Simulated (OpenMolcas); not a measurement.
## Lines of Sb⁺: computed and rescaled rates

```json
{"Program": "OpenMolcas 26.06", "Method": "SS-CASPT2, IPEA 0.25 Eh, imaginary shift 0.1 Eh (closed shells correlated: 4d 5s)", "Basis": "ANO-R3 [8s7p5d3f2g1h]", "Scalar Hamiltonian": "X2C, finite nucleus", "Active space": "2 electrons in 3 orbitals (5p)", "State averaging": "2S+1 = 3 even, 3 roots; 2S+1 = 1 even, 6 roots", "Spin-orbit coupling": "RASSI with atomic mean-field integrals over the reference wave functions, term energies averaged over their components"}
```

Rates come from the transition moments of the reference wave functions (E1 and E2 in the length form). At fixed line strength A goes as λ^-3 for E1 and M1 and as λ^-5 for E2, so a rate at the computed wavelength can be rescaled to the measured one. Measured vacuum wavelengths follow from level energies in NIST Handbook of Basic Atomic Spectroscopic Data. Branching counts decays inside the model space alone, at computed energies, and the table is only a selection of the E2 and M1 lines, drawn from those between levels with measured partners whose computed energy lies within a factor of 1.5 of the measured one.

| Upper | Lower | Type | λ computed (nm) | λ measured (nm) | A computed (s-1) | A rescaled (s-1) | Branching % |
| --- | --- | --- | --- | --- | --- | --- | --- |
| 5s2 5p2 3P2 | 5s2 5p2 3P1 | M1 | 4074 | 3841 | 1.75e-01 | 2.09e-01 | 98.6 |
| 5s2 5p2 3P1 | 5s2 5p2 3P0 | M1 | 3760 | 3274 | 3.25e-01 | 4.92e-01 | 100.0 |
| 5s2 5p2 3P2 | 5s2 5p2 3P0 | E2 | 1955 | 1767 | 2.40e-03 | 3.98e-03 | 1.4 |
| 5s2 5p2 1D2 | 5s2 5p2 3P2 | M1 | 1418 | 1402 | 1.57e+00 |  | 51.1 |
| 5s2 5p2 1D2 | 5s2 5p2 3P2 | E2 | 1418 | 1402 | 1.93e-02 |  | 0.6 |
| 5s2 5p2 1D2 | 5s2 5p2 3P1 | M1 | 1052 | 1027 | 1.47e+00 |  | 47.8 |
| 5s2 5p2 1S0 | 5s2 5p2 1D2 | E2 | 906.9 | 899.6 | 1.92e+00 | 2.00e+00 | 8.2 |
| 5s2 5p2 1S0 | 5s2 5p2 3P2 | E2 | 553.1 | 548 | 1.63e+00 |  | 6.9 |
| 5s2 5p2 1S0 | 5s2 5p2 3P1 | M1 | 487 | 479.6 | 2.00e+01 |  | 84.9 |

Spin-changing lines and M1 lines between different terms are not rescaled, since their strength hangs on the term gaps too.

The largest correction is for 5s2 5p2 3P2 → 5s2 5p2 3P0 (E2): 2.40e-03 × (1955 / 1767)^5 = 3.98e-03 s-1, a factor of 1.66.

No measured rate stands beside these. Rescaling mends the energy factor alone: line strengths can still be far off where a level mixes with configurations outside the active space, and weak or spin-changing lines hang on small mixing coefficients that depend on the term gaps too, so rescaling need not improve them.

CASPT2 breaks the degeneracy within a term, and the mean is taken; among the terms shown or strongly mixed into the levels shown the widest spread is 88 cm-1 (5s2 5p2 1D). With the s shell closed, the reference lacks s² → p² mixing. Measured partners are found by configuration, term and J. A level has none where our copy of the source lacks it or the pairing is in doubt (some pairs that miss far off the trend of their configuration count as doubtful). Levels of configurations outside the active space are missing.
